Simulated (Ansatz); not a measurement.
Cost and result up the ladder for (BeTe)6 ring (Be₆Te₆) (12 atoms). Charge 0, multiplicity 1. Geometry: r2SCAN-D4/def2-SVP.

| atom | x (Å) | y (Å) | z (Å) |
| --- | --- | --- | --- |
| Be1 | -2.004 | 0.629 | -1.410 |
| Te2 | -2.426 | 2.173 | 0.153 |
| Be3 | -2.201 | 0.226 | 1.262 |
| Te4 | -2.226 | -1.708 | 2.403 |
| Be5 | -0.278 | -2.103 | 1.357 |
| Te6 | 1.734 | -2.677 | 0.521 |
| Be7 | 2.005 | -0.639 | 1.404 |
| Te8 | 2.017 | 1.490 | 2.090 |
| Be9 | 1.999 | 1.571 | -0.161 |
| Te10 | 2.220 | 1.729 | -2.389 |
| Be11 | 0.480 | 0.312 | -2.451 |
| Te12 | -1.321 | -1.003 | -2.779 |

Ansatz; hardware A = 2 threads of AMD EPYC 7R13 on a shared host and a share (18 GiB) of an NVIDIA H100 80GB HBM3; B = 2 threads of AMD EPYC 7R13 on a shared host. Times are rough, and most runs start from the orbitals of an earlier one. PBE0-D4/def2-TZVP serves as the yardstick here, not as an exact answer. Differences are given only for rows in sets of like size (and for xTB, whose basis is part of the method), since another set adds its own error. Binding counts from free atoms at the same level (Be singlet, Te triplet; other spins of the atoms weren't run), without zero-point energy or a counterpoise term.

In the def2 sets Te takes a core potential; there is no spin–orbit coupling. Correlated methods freeze 24 core orbitals; core or outer-core shells of Te are correlated, in sets that lack core-valence functions. The rows differ in basis, and correlated rows in double-zeta sets carry the largest basis error. Single mean-field runs in def2-TZVP are fitted with def2-universal-jkfit.

Correlated methods converge slowly with the basis, most of all in double-zeta sets.

```csv
level,functions,binding energy per atom (eV),difference from PBE0-D4/def2-TZVP (eV)
LDA (SPW92)/def2-TZVP (with forces) [A],414,3.28,0.42
MP2/def2-TZVP [A],414,2.79,-0.07
PBE0-D4/def2-SVP [B],210,2.88,–
PBE-D4/def2-SVP [B],210,2.94,–
CCSD(T)/def2-SVP [A],210,2.24,–
PBE-D4/def2-TZVP [A],414,2.91,0.05
r2SCAN-D4/def2-TZVP [A],414,2.88,0.02
RPA@PBE/def2-TZVP [A],414,2.26,-0.60
PBE-QIDH/def2-TZVP [A],414,2.80,-0.06
r2SCANh-D4/def2-TZVP [A],414,2.86,-0.01
PBE0-D4/def2-TZVP (with forces) [A],414,2.86,0.00
```

(1) Estimate how long each takes.

Results:

(1) PBE-D4/def2-TZVP [A] 6.5 s; PBE-D4/def2-SVP [B] 8.5 s; r2SCAN-D4/def2-TZVP [A] 9 s; LDA (SPW92)/def2-TZVP (with forces) [A] 9 s; r2SCANh-D4/def2-TZVP [A] 9 s; MP2/def2-TZVP [A] 11 s; PBE-QIDH/def2-TZVP [A] 12 s; PBE0-D4/def2-TZVP (with forces) [A] 14 s; RPA@PBE/def2-TZVP [A] 17 s; PBE0-D4/def2-SVP [B] 17 s; CCSD(T)/def2-SVP [A] 19 s. On shared hardware such times vary by a factor of up to 3.
